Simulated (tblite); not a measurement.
Compound: CH2ClF3Si.
Cartesian coordinates in Å at the GFN2-xTB level; atoms count from 1:
```xyz
8
CH2ClF3Si angstrom
F      1.185    1.268   -1.093
Si     1.015    0.149    0.034
C     -0.882   -0.282    0.013
F     -1.277   -0.849   -1.147
F     -1.200   -1.183    0.971
Cl    -1.879    1.179    0.286
H      1.302    0.753    1.318
H      1.745   -1.025   -0.407
```

Computed with GFN2-xTB (tblite): harmonic, unscaled wavenumbers at the GFN2-xTB geometry, gas phase. Errors from tens to a few hundred cm⁻¹ against measured bands are possible. Modes of hydrogen on silicon can be 10 to 20 % off. One conformer, not necessarily the lowest.

Harmonic wavenumbers (cm⁻¹): 41.5, 108.2, 158.9, 239.3, 335.4, 353.2, 393.6, 506.3, 535.9, 581.8, 697.8, 727.2, 781.2, 864.2, 1006.0, 1096.0, 2387.6, 2412.1.

A = 2959, B = 1755, C = 1464 MHz; mass 133.957 u (most abundant isotopes); point group C1, symmetry number 1.

Task: What is the zero-point energy?

Result: ½Σν̃ = 6613 cm⁻¹ = 79.11 kJ/mol.

Task: What is S at 350 K and 1 bar for an ideal gas of classical rigid rotors and harmonic oscillators?

Result: Translation 173.27, rotation 119.73, vibration 93.35: S = 386.4 J/(mol K).

Task: And Cp and H(350 K) − H(0)?

Result: Cp = 122.82 J/(mol K), of which vibrations give 89.56 (their classical limit is 18 R = 149.7); H(350 K) − H(0) = 28.57 kJ/mol without the zero-point energy, 16.93 from vibrations.

Task: What must be added to the electronic energy to get the Gibbs energy at 350 K and 1 bar?

Result: ZPE + [H(350 K) − H(0)] − T·S = 79.11 + 28.57 − 135.22 = -27.54 kJ/mol.

Task: Blend soft modes into free rotors: weight 1/[1 + (100 cm⁻¹/ν̃)⁴] for the oscillator and the rest for a rotor with moment μB/(μ + B), μ = h/(8π²ν), B = 10⁻⁴⁴ kg m². What vibrational entropy results?

Result: 85.46 J/(mol K) in place of 93.35, which changes −T·S at 350 K by +2.76 kJ/mol.

Task: Which modes carry the vibrational entropy at 350 K?

Result: 41.5 cm⁻¹: 23.03; 108.2 cm⁻¹: 15.12; 158.9 cm⁻¹: 12.00; 239.3 cm⁻¹: 8.78; 335.4 cm⁻¹: 6.27; 353.2 cm⁻¹: 5.91 J/(mol K); the other 12 give 22.25 together.

Task: How do the functions run with temperature in this model?

Result: 
| T (K) | S (J/(mol K)) | Cp (J/(mol K)) | H − H(0) (kJ/mol) | G − H(0) (kJ/mol) | ln q(vib) |
| --- | --- | --- | --- | --- | --- |
| 150 | 302.6 | 76.6 | 8.13 | -37.26 | 2.02 |
| 250 | 348.3 | 103.5 | 17.19 | -69.88 | 3.72 |
| 298.15 | 367.4 | 113.7 | 22.42 | -87.11 | 4.54 |
| 400 | 403.2 | 129.9 | 34.89 | -126.40 | 6.23 |
| 600 | 459.8 | 148.3 | 62.93 | -212.97 | 9.29 |
| 900 | 522.9 | 162.1 | 109.74 | -360.87 | 13.21 |

q(vib) and H(0) count from the zero-point level.

Hindered rotation and anharmonicity are outside this model. Other conformers, if any are populated, would add a mixing term that is left out. The structure is chiral; the term R ln 2 for an equal mix with its mirror image is left out.
